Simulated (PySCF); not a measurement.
Species: C8H16Si.
InChI=1S/C8H16Si/c1-3-6-9-7-5-8(9)4-2/h4,8-9H,2-3,5-7H2,1H3/t8-,9+/m1/s1

Torsions of this conformer, `[CH2:1]=[CH:2][C@@H:3]1[CH2:4][CH2:5][Si@@H:6]1[CH2:7][CH2:8][CH3:9]`: C1–C2–C3–C4 -136°, C5–Si6–C7–C8 76°, Si6–C7–C8–C9 180°.

The closed-shell ground state was solved at several levels (PySCF, density fitting, gas phase, non-relativistic). One conformer (not necessarily the lowest) at the PBE0-D3(BJ)/def2-SVP geometry, without solvent, vibrations or thermal averaging.

```
            level  basis functions  HOMO (eV)  LUMO (eV)  gap (eV)  dipole (D)
wB97X-D/def2-SVPD              312      -8.45       1.95     10.40        0.91
     KT2/pcSseg-1              240      -5.62      -0.71      4.91        0.86
```

(1) What might PBE0/pcSseg-1 (240 basis functions) give for the same quantities?

(2) Over all these levels, which gives the widest orbital gap and which the narrowest?

(3) How far do the dipole and the HOMO energy spread over the levels?

Answers

(1) HOMO -6.66 eV, LUMO 0.31 eV, gap 6.97 eV, dipole 0.88 D.

(2) wB97X-D/def2-SVPD (range-separated hybrid) has the widest, 10.40 eV, and KT2/pcSseg-1 (GGA) the narrowest, 4.91 eV. Functional and basis both differ between the two, so the spread mixes both effects.

(3) The dipole runs from 0.86 to 0.91 D (mean 0.88 D) and the HOMO from -8.45 to -5.62 eV.
